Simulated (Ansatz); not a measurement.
Geometry optimisation, RKS CAM-B3LYP/def2-SVP in Ansatz 0.2.0.

input.yaml

```yaml
crystal:
  periodic: [false, false, false]
  atoms:
    - { symbol: Sn, position_ang: [0.0, 0.0, 0.0] }
    - { symbol: H, position_ang: [0.923, 0.0, 1.7063] }
    - { symbol: Cl, position_ang: [2.5085, 0.0, 0.7209] }
    - { symbol: Cl, position_ang: [-1.1351, 1.9666, -0.8025] }
    - { symbol: Cl, position_ang: [-1.1351, -1.9666, -0.8025] }
basis:
  gaussian: { orbitals: def2-SVP }
hamiltonian:
  xc: cam_b3lyp
relax:
  f_tol: 0.15
  max_steps: 25
  restrain:
    - { distance: [1, 2], at: 1.37, k: 30.0 }
    - { distance: [0, 1], at: 2.94, k: 30.0 }
    - { distance: [0, 2], at: 3.61, k: 30.0 }
output:
  orbitals: {}
```

Command:

```bash
$ ansatz run input.yaml --threads 2 --pin off --max-ram 3072MiB --backend cpu --events-out ev --progress --plain --runs-dir out
```

Task: Where does it end, and by what steps?

Result: The run converged. The restraints hold the end off the free minimum; the threshold counts their pulls, which the force column leaves out. Restrained pairs: H2–Cl3 (1.87 → 1.33 Å), Sn1–H2 (1.94 → 2.95 Å), Sn1–Cl3 (2.61 → 3.61 Å). After 10 steps the energy has fallen by 2.311 eV (the restraints' own energy left out); Sn1 moved furthest, 0.89 Å.

```json
{"step": "0", "energy less start (eV)": "0.0000", "largest force component (eV/Å)": "1.863", "accepted": "yes"}
{"step": "1", "energy less start (eV)": "0.2203", "largest force component (eV/Å)": "2.453", "accepted": "yes"}
{"step": "2", "energy less start (eV)": "0.0801", "largest force component (eV/Å)": "3.386", "accepted": "yes"}
{"step": "3", "energy less start (eV)": "-0.6888", "largest force component (eV/Å)": "3.004", "accepted": "yes"}
{"step": "4", "energy less start (eV)": "-1.7987", "largest force component (eV/Å)": "1.232", "accepted": "yes"}
{"step": "5", "energy less start (eV)": "-2.1380", "largest force component (eV/Å)": "1.109", "accepted": "yes"}
{"step": "6", "energy less start (eV)": "-2.2383", "largest force component (eV/Å)": "1.285", "accepted": "yes"}
{"step": "7", "energy less start (eV)": "-2.2704", "largest force component (eV/Å)": "1.165", "accepted": "yes"}
{"step": "8", "energy less start (eV)": "-2.2890", "largest force component (eV/Å)": "1.110", "accepted": "yes"}
{"step": "9", "energy less start (eV)": "-2.2983", "largest force component (eV/Å)": "1.164", "accepted": "yes"}
{"step": "10", "energy less start (eV)": "-2.3105", "largest force component (eV/Å)": "1.059", "accepted": "yes"}
```

```xyz
5
Properties=species:S:1:pos:R:3
Sn -0.829 0.001 0.316
H 1.684 -0.002 1.857
Cl 2.709 0.001 1.009
Cl -1.202 1.814 -1.181
Cl -1.201 -1.814 -1.179
```

Run time: 29 s on 2 threads of Arm Neoverse V1 (shared host), peak memory 0.23 GiB.
